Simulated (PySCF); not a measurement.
**AsF₂⁺: from structure and modes to constants**

These are results of PBE0/[As def2-TZVP, F def2-TZVP], no relativity, density fitting, PySCF, not measurements.

The singlet minimum has C2v symmetry. Masses (u): As 74.92160, F 18.99840.

```xyz
3
charge 1 multiplicity 1, angstrom
As    0.0000    0.0000   -0.3628
F     1.2540    0.0000    0.7192
F    -1.2540    0.0000    0.7192
```

Harmonic wavenumbers (cm⁻¹): 304.3 (a1, ×1), 830.4 (b2, ×1), 844.8 (a1, ×1).

Q: What is the harmonic zero-point energy?

A: Half the sum of all 3 wavenumbers, 1979/2 = 990 cm⁻¹, which is 11.8 kJ/mol (1 cm⁻¹ = 0.0119627 kJ/mol).

Q: Give the standard entropy (298.15 K, 1 bar) by its translational, rotational, vibrational and spin parts, and Cp.

A: Sackur–Tetrode with M = 112.92 u gives 167.8; rotation with symmetry number 2 gives 92.5; vibration 7.3; spin R ln 1 = 0.0. The total is 267.6 J/(mol K), and Cp = 4 R + 11.9 = 45.2 J/(mol K).

Other isomers or separated fragments may lie lower.
